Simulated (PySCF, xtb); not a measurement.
C3H6O, SMILES C=COC.

GFN2-xTB in xtb at its own geometry gives an orbital gap of 5.09 eV and a dipole moment of 1.77 D.

Geometry: B3LYP-D3(BJ)/def2-SVP. Other conformers were not sampled.

Question: What does PySCF with B3LYP/def2-TZVP give? (An estimate is asked for; the answer gives what the named calculation found.)

Answer: gap 6.65 eV (levels -6.30 and 0.34 eV), dipole 1.72 D.
